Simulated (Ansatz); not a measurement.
**Molecular dynamics of FGeH$_{3}$O**

input.yaml

```yaml
crystal:
  periodic: [false, false, false]
  atoms:
    - { symbol: Ge, position_ang: [0.013196, 0.025107, -0.009519] }
    - { symbol: O, position_ang: [0.013963, -0.127145, 1.745536] }
    - { symbol: H, position_ang: [-0.86683, -0.112754, 2.135623] }
    - { symbol: H, position_ang: [1.478269, -0.017058, -0.437746] }
    - { symbol: H, position_ang: [-0.821907, 1.222394, -0.487295] }
    - { symbol: F, position_ang: [-0.78589, -1.378044, -0.661298] }
basis:
  gaussian: { orbitals: def2-SVP }
hamiltonian:
  xc: pbe0
  dispersion: d4
md:
  timestep: 1.0
  n_steps: 150
  ensemble: nvt_langevin
  temperature: 200.0
  initial_velocities: maxwell_boltzmann
  seed: 577986
  friction: 0.02
```

Launched with:

```bash
$ ansatz run input.yaml --threads 1 --pin off --max-ram 2048MiB --backend cpu --events-out ev --progress --plain --runs-dir out
```

It starts from a relaxed structure.

Output, in part (step lines, the closing report, with atoms numbered from 0):

```
md step     0: t =     0.00 fs  T =   166.7 K  F+E_penalty+E_count = -61309.59039537 eV  E_kin = 0.129260 eV  (25 SCF iters)
[... lines left out ...]
Total energy: -61309.51450289 eV, -2253.0831008997 hartree
Atom 0 at     0.058075     0.260060     0.020211 Å, force    -0.313814     0.020870     0.022907 eV/Å
Atom 1 at     0.198719     0.172521     1.766119 Å, force    -1.126932     0.072083     0.890087 eV/Å
Atom 2 at    -0.658783     0.206527     2.260936 Å, force     1.135748    -0.041768    -0.726973 eV/Å
Atom 3 at     1.427715     0.240950    -0.550193 Å, force     0.919104    -0.048871    -0.196983 eV/Å
Atom 4 at    -0.733650     1.473903    -0.472504 Å, force    -0.352992    -0.060256     0.040988 eV/Å
Atom 5 at    -0.684278    -1.218331    -0.513354 Å, force    -0.261115     0.057942    -0.030026 eV/Å
Dipole moment:    -0.140647     0.393255     0.075111 e Å
```

The steps, from the saved trajectory:

```tsv
time (fs)	T (K)	potential energy less start (eV)
0	167	0.000
5	120	0.059
10	122	0.098
15	147	0.077
20	98	0.077
25	121	0.064
30	106	0.086
35	89	0.116
40	153	0.095
45	172	0.047
50	121	0.080
55	96	0.077
60	57	0.111
65	85	0.088
70	137	0.030
75	184	0.075
80	165	0.130
85	149	0.148
90	218	0.149
95	282	0.085
100	243	0.133
105	218	0.181
110	227	0.179
115	193	0.188
120	400	0.086
125	303	0.125
130	238	0.178
135	282	0.118
140	214	0.152
145	186	0.126
150	295	0.076
```

The run went to its last step. The mean temperature of the second half is 23 % above the set value. A run of 0.15 ps of so small a system gives no equilibrium averages.

The same pairs are bonded in the first frame and the last. Pairs count as bonded within 1.25 times the sum of covalent radii (0.12 Å more for H–H).

Last frame:

```xyz
6
Properties=species:S:1:pos:R:3
Ge 0.058 0.260 0.020
O 0.199 0.172 1.766
H -0.659 0.206 2.261
H 1.428 0.241 -0.550
H -0.734 1.474 -0.472
F -0.684 -1.218 -0.513
```

The run took 5.1 min on 1 thread of Arm Neoverse V2 (shared host), peak memory 0.14 GiB.
